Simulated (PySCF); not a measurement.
# Electronic structure of [NiF(H2O)5]+

The complex [NiF(H2O)5]+ (charge +1) contains Ni(II), shell d8. The structure is a PBE0-D3(BJ)/def2-SVP geometry optimised for multiplicity 3; coordination octahedral, point group Cs, metal–donor distances 1.91–2.09 Å.

```
17

Ni    0.0000    0.0000    0.0000
F     0.0000    0.0065    1.9066
O     0.0000   -0.0070   -2.0373
H     0.7842    0.0076   -2.5978
H    -0.7842    0.0076   -2.5978
O     2.0693    0.0204   -0.0658
H     2.3881    0.8056    0.4009
H     2.4152   -0.7292    0.4385
O    -2.0693    0.0204   -0.0658
H    -2.3881    0.8056    0.4009
H    -2.4152   -0.7292    0.4385
O     0.0000    2.0224    0.5367
H     0.0000    1.7725    1.4855
H     0.0000    2.9753    0.4075
O     0.0000   -2.0154    0.5197
H     0.0000   -1.8085    1.4759
H     0.0000   -2.9622    0.3507
```

Method (PySCF 2.14, density fitting): CASSCF(8,5) with orbitals averaged over all microstates of the shell, strongly contracted NEVPT2 on the averaged canonical orbitals; basis x2c-TZVPall on the metal, x2c-SVPall elsewhere; spin-free X2C; gas phase; spin-orbit coupling by state interaction with the mean-field operator over all roots.

## Spin-free states

```tsv
2S+1	deg.	symmetry	cubic parent	free-ion term	CASSCF / cm⁻¹	NEVPT2 / cm⁻¹	f(ED)	occupations
3	1	3A'	3A2g 1.00	3F 1.00	0	0	–	2.0 2.0 2.0 1.0 1.0
3	1	3A''	3T2g 0.99	3F 1.00	5834	7464	5.1e-10	1.0 2.0 2.0 2.0 1.0
3	1	3A'	3T2g 0.96	3F 0.99	6086	7824	2.4e-06	2.0 1.0 2.0 1.6 1.4
3	1	3A''	3T2g 0.97	3F 0.99	7369	9482	2.8e-09	2.0 2.0 1.0 1.2 1.8
3	1	3A''	3T1g 0.97	3F 0.95	11113	13862	3.4e-08	1.4 1.4 1.6 1.9 1.7
3	1	3A'	3T1g 0.96	3F 0.97	11696	14815	3.9e-07	1.4 1.6 1.4 1.7 1.9
3	1	3A''	3T1g 1.00	3F 0.99	11595	14915	6.9e-09	1.7 1.3 1.3 1.7 2.0
1	1	1A'	1Eg 0.94	1D 0.76	17863	15460	–	1.9 2.0 2.0 1.5 0.7
1	1	1A'	1Eg 1.00	1D 0.82	18549	16583	–	2.0 1.9 2.0 1.1 1.1
1	1	1A''	1T2g 1.00	1D 0.91	23442	23159	–	1.2 1.8 1.8 2.0 1.2
1	1	1A'	1T2g 0.95	1D 0.86	23821	23586	–	1.9 1.1 1.9 1.8 1.4
1	1	1A''	1T2g 0.96	1D 0.88	24986	25135	–	1.8 1.8 1.2 1.4 1.8
3	1	3A''	3T1g 1.00	3P 0.94	26520	26281	9.6e-08	1.6 1.6 1.4 1.9 1.5
3	1	3A'	3T1g 1.00	3P 0.96	27471	27285	3.5e-07	1.6 1.4 1.6 1.6 1.7
1	1	1A'	1A1g 0.90	1G 0.89	29592	28622	–	2.0 1.8 1.6 1.1 1.6
1	1	1A''	1T1g 0.96	1G 0.96	29489	28793	–	2.0 2.0 1.0 1.8 1.2
3	1	3A''	3T1g 1.00	3P 0.99	29020	28966	3.7e-08	1.3 1.7 1.7 1.3 2.0
1	1	1A'	1T1g 0.93	1G 0.94	31262	31066	–	1.9 1.1 1.9 1.4 1.6
1	1	1A''	1T1g 0.94	1G 0.98	33843	34167	–	1.1 1.9 1.9 1.1 1.9
1	1	1A'	1Eg 0.99	1G 0.84	34591	35634	–	2.0 1.0 1.2 1.9 1.9
1	1	1A''	1T2g 0.95	1G 0.93	35296	36293	–	1.8 1.2 1.2 1.9 1.9
1	1	1A'	1T2g 0.96	1G 0.92	36396	37659	–	1.2 1.8 1.2 1.9 2.0
1	1	1A'	1Eg 0.94	1G 0.84	36410	37757	–	0.7 1.8 1.8 1.8 2.0
1	1	1A''	1T2g 1.00	1G 0.93	36745	38073	–	1.2 1.2 1.8 1.8 2.0
1	1	1A'	1A1g 1.00	1S 0.98	70211	64458	–	1.5 1.5 1.5 1.7 1.8
```

Energies are counted from the ground state at NEVPT2 level. Weights follow the labels. f(ED) is the electric-dipole oscillator strength from the ground state at the fixed geometry, without vibronic coupling; occupations, where given, run over the ligand-field orbitals from the lowest.

## Ligand-field fit

```csv
cm⁻¹,CASSCF
10Dq,6487
B,1279
"B, free ion",1318
C,4730
"C, free ion",4863
rms of the fit,42
```

```json
{"orbital": "1", "CASSCF / cm⁻¹": "0", "metal share": "0.99", "main function": "xy 1.00"}
{"orbital": "2", "CASSCF / cm⁻¹": "1166", "metal share": "0.99", "main function": "yz 1.00"}
{"orbital": "3", "CASSCF / cm⁻¹": "1437", "metal share": "0.99", "main function": "xz 1.00"}
{"orbital": "4", "CASSCF / cm⁻¹": "5579", "metal share": "0.96", "main function": "x2-y2 0.95"}
{"orbital": "5", "CASSCF / cm⁻¹": "9130", "metal share": "0.95", "main function": "z2 0.95"}
```

ζ = 651 cm⁻¹, against 660 for the free ion.

Spin-orbit levels:

```
E / cm⁻¹  deg.                           make-up
     0.0     1                          0.99 3A'
     6.4     1                          0.99 3A'
     8.3     1                          0.99 3A'
  7216.2     1              0.71 3A'' + 0.26 3A'
  7342.8     1              0.71 3A'' + 0.28 3A'
  7540.9     1                         0.97 3A''
  7929.3     1                          0.99 3A'
  8000.7     1              0.71 3A' + 0.25 3A''
  8134.6     1              0.70 3A' + 0.28 3A''
  9464.9     1                         0.95 3A''
  9561.2     1                         0.96 3A''
  9568.4     1                         0.98 3A''
 13400.4     1  0.72 3A'' + 0.17 3A' + 0.07 3A''
 13681.1     1              0.79 3A'' + 0.20 3A'
 13895.9     1             0.90 3A'' + 0.09 3A''
 14709.4     1   0.32 3A'' + 0.30 1A' + 0.26 3A'
 14719.1     1              0.58 3A' + 0.41 3A''
 15109.9     1   0.41 3A' + 0.36 3A'' + 0.17 1A'
 15218.3     1             0.89 3A'' + 0.09 3A''
 15290.4     1              0.78 3A' + 0.20 3A''
 15331.8     1              0.57 3A'' + 0.41 3A'
 16168.6     1  0.63 1A' + 0.20 3A'' + 0.13 3A''
 17102.1     1               0.80 1A' + 0.13 3A'
 23067.8     1             0.92 1A'' + 0.05 3A''
```

Only the lowest levels are listed: 24 of 45 states.

Magnetism:

The ground multiplet follows a spin Hamiltonian with S = 1, g = 2.239, 2.288, 2.308, D = 7.34 cm⁻¹, E/|D| = 0.13 (spin-orbit part alone); the lowest levels hold 99 % of the spin-free ground state. μeff is 3.30 μB at 300 K and 3.12 μB at 10 K; the spin-only value is 2.83 μB.

| T / K | χT / cm³ K mol⁻¹ | μeff / μB | χT along axes a, b, c |
| --- | --- | --- | --- |
| 2 | 0.507 | 2.01 | 0.02 0.65 0.85 |
| 5 | 1.009 | 2.84 | 0.37 1.19 1.46 |
| 10 | 1.220 | 3.12 | 0.77 1.35 1.54 |
| 20 | 1.284 | 3.21 | 1.02 1.36 1.47 |
| 30 | 1.298 | 3.22 | 1.10 1.35 1.44 |
| 50 | 1.308 | 3.23 | 1.17 1.34 1.41 |
| 75 | 1.315 | 3.24 | 1.21 1.34 1.39 |
| 100 | 1.320 | 3.25 | 1.23 1.35 1.39 |
| 150 | 1.332 | 3.26 | 1.25 1.35 1.39 |
| 200 | 1.343 | 3.28 | 1.27 1.36 1.40 |
| 250 | 1.354 | 3.29 | 1.28 1.37 1.41 |
| 300 | 1.365 | 3.30 | 1.30 1.38 1.42 |

Axes in the frame of the coordinates: a = (0.00, -1.00, 0.00); b = (-1.00, 0.00, 0.00); c = (0.00, 0.00, -1.00).

Powder magnetisation at 2 K: 0.23 μB at 0.5 T, 0.44 μB at 1 T, 0.83 μB at 2 T, 1.14 μB at 3 T, 1.58 μB at 5 T, 1.86 μB at 7 T.

NEVPT2 lifts 3A' (from 3T2g) from 6086 to 7824 cm⁻¹; on the d shell alone it tends to overshoot states that fill the eg-type orbitals.

The job took 27 s on one thread of Arm Neoverse N1 (shared host), with 182 basis functions and a peak of 0.64 GiB, launched as `OMP_NUM_THREADS=1 python lf_run.py task.json out`.
